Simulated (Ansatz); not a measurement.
```yaml
crystal:
  periodic: [false, false, false]
  atoms:
    - {symbol: W, position_ang: [-0.435914, 2.721029, -1.330287]}
    - {symbol: W, position_ang: [-0.149993, 0.807197, 0.080013]}
    - {symbol: W, position_ang: [-1.225336, 4.510915, 0.165869]}
    - {symbol: W, position_ang: [1.839775, 2.153043, -0.389023]}
    - {symbol: W, position_ang: [0.596550, 3.281205, 1.412709]}
    - {symbol: W, position_ang: [-1.619280, 2.379910, 1.303419]}
basis:
  gaussian: {orbitals: def2-TZVP, initial_orbitals: start.molden}
total_charge: 1
magnetization: {spin_polarized: true, initial_magnetization: 3}
hamiltonian: {xc: {name: wB97X-V}}
scf: {omitted_lower_state_checks: [starts]}
output: {orbitals: {seedname: orbitals}}
```

The file start.molden holds the orbitals of an earlier run on this structure, at another level or in another basis.

```sh
$ ansatz run in.yaml --threads 4 --pin off --events-out ev --progress --plain --max-ram 4787MiB
```

Problem. Does this run fit into the memory that it is given?

Solution. No. It has 240 basis functions, and Ansatz plans for 4.68 GiB where 4.67 GiB are given.
